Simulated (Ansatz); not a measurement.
C4H4, SMILES `C1=CC=C1` (charge 0, multiplicity 1).

Cartesian coordinates (Å):
SMILES: C1=CC=C1
```xyz
8

C     -0.5849    -0.8493    -0.0032
C     -0.9357     0.4334     0.0024
C      0.5849     0.8493     0.0032
C      0.9357    -0.4334    -0.0024
H     -1.1182    -1.7878    -0.0068
H     -1.8724     0.9699     0.0052
H      1.1182     1.7878     0.0068
H      1.8724    -0.9699    -0.0052
```
Charge 0, multiplicity 1.

Frozen-core energies in 6-31g from Ansatz (a first-principles code) at a geometry from B3LYP-D3(BJ)/def2-TZVP; the HF reference has <S^2> = 0.00 (restricted, and unstable towards unrestricted orbitals) and the T1 diagnostic is 0.011.

```tsv
level	energy (Ha)	difference from CCSDT(Q) (mHa)
HF	-153.57488	409.64
MP2	-153.92712	57.41
CCSD	-153.96863	15.90
CCSD(T)	-153.98259	1.94
CCSDT	-153.98320	1.33
CCSDT(Q)	-153.98453	0.00
```
